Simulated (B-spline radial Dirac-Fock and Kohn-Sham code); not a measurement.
## Two-hole binding energies of Cd²⁰⁺

System: cadmium as Cd²⁰⁺, configuration [Ar] 3d10.

Input of the calculation (task.json; shells as n, l, electrons):

```json
{"items": [{
  "Z": 48,
  "q": 20,
  "cfg": [[1, 0, 2], [2, 0, 2], [2, 1, 6], [3, 0, 2], [3, 1, 6], [3, 2, 10]],
  "A": 114,
  "rrms": 4.6087,
  "do": ["binding", "quiet", "double"]
}]}
```

Launch: `python xray_run.py task.json out`

Calculated with an atomic code on a B-spline grid, using relaxed Dirac-Fock hole states (ΔSCF) with Breit and QED corrections and a finite nucleus. U is the two-hole binding energy less the two single-hole energies, the effective repulsion of the holes after relaxation. Each two-hole energy is an average over J within one jj subconfiguration.

| holes | E(a) (eV) | E(b) (eV) | E(ab) (eV) | U (eV) |
| --- | --- | --- | --- | --- |
| 1s⁻² | 27316.0 | 27316.0 | 55425.5 | 793.6 |
| 1s⁻¹ 2p1/2⁻¹ | 27316.0 | 4319.8 | ? | ? |
| 1s⁻¹ 3d5/2⁻¹ | 27316.0 | 962.8 | 28360.6 | 81.9 |
| 2s⁻¹ 2p1/2⁻¹ | 4613.2 | 4319.8 | 9077.0 | 144.0 |
| 2p1/2⁻² | 4319.8 | 4319.8 | 8822.4 | 182.7 |
| 2p3/2⁻² | 4129.3 | 4129.3 | 8425.8 | 167.1 |
| 2s⁻¹ 3p1/2⁻¹ | 4613.2 | 1210.0 | 5901.5 | 78.3 |
| 2p1/2⁻¹ 3s⁻¹ | 4319.8 | 1327.6 | 5724.5 | 77.1 |
| 2s⁻¹ 3d3/2⁻¹ | 4613.2 | 969.9 | 5664.7 | 81.6 |
| 2p3/2⁻¹ 3s⁻¹ | 4129.3 | 1327.6 | 5533.6 | 76.7 |
| 2p1/2⁻¹ 3d5/2⁻¹ | 4319.8 | 962.8 | 5365.1 | 82.5 |
| 2p3/2⁻¹ 3d5/2⁻¹ | 4129.3 | 962.8 | 5172.6 | 80.5 |
| 3p1/2⁻² | 1210.0 | 1210.0 | 2485.7 | 65.7 |
| 3d3/2⁻¹ 3d5/2⁻¹ | 969.9 | 962.8 | 2000.3 | 67.7 |

Q: Give the missing two-hole energy and U.

A: E(ab) = 31879.9 eV and U = 244.1 eV.
